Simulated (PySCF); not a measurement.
**InAs: one state, many levels of theory**

State: ³Σ⁻ (triplet), unpaired electrons π ↑↑. Set-up: In def2-SVP with ECP28, As def2-SVP; scalar-relativistic core potentials (PySCF 2.14). De refers to In + As in their high-spin ground configurations, without counterpoise correction. The functionals are run spin-unrestricted. A positive dipole means In(−)As(+).

| Level | Re (Å) | ωe (cm⁻¹) | De (eV) | μ (D) |
| --- | --- | --- | --- | --- |
| UHF | 2.785 | 176 | 0.69 | -2.17 |
| UHF-MP2 | 2.756 | 184 | 1.32 | n/a |
| UHF-SCS-MP2 | 2.772 | 180 | 1.29 | n/a |
| PBE | 2.787 | 173 | 1.96 | -1.68 |
| PBEsol | 2.751 | 180 | 2.11 | -1.53 |
| PW91 | 2.783 | 174 | 1.99 | -1.66 |
| r²SCAN | 2.756 | 180 | 1.86 | -1.79 |
| PBE0 | 2.758 | 180 | 1.82 | -1.85 |
| B97-3 | 2.792 | 174 | 1.85 | -2.12 |
| CAM-B3LYP | 2.744 | 184 | 1.78 | -1.84 |

Task: What does a quarter of exact exchange do here, going from PBE to PBE0?

Result: PBE0 less PBE: -2.9 pm in Re, +4.0 % in ωe, -0.14 eV in De. Exact exchange removes part of the self-interaction that spreads semilocal densities, and in most molecules shortens and stiffens the bond and lowers De; so it does here.

Task: What does the step from GGA to meta-GGA do here, going from PBE to r²SCAN?

Result: r²SCAN less PBE: -3.1 pm in Re, +4.0 % in ωe, -0.10 eV in De. 

Task: What does second-order correlation do here, going from UHF to UHF-MP2?

Result: UHF-MP2 less UHF: -2.9 pm in Re, +4.5 % in ωe, +0.63 eV in De. Correlation nearly always deepens the well. The bond shortens, as in weak, metallic or heavy-atom bonds, where dispersion and the correlation of outer-core electrons pull the atoms together.

Correlated steps freeze 13 core orbitals. Correlated levels converge slowly with the basis: in double zeta they bind strong bonds too weakly, by up to about 1 eV, and carry superposition errors of some tenths. Spin–orbit coupling is left out, which matters for elements this heavy, above all for dissociation energies. The state is the lowest determinant that a PBE0 search found; another state may lie lower at other levels.
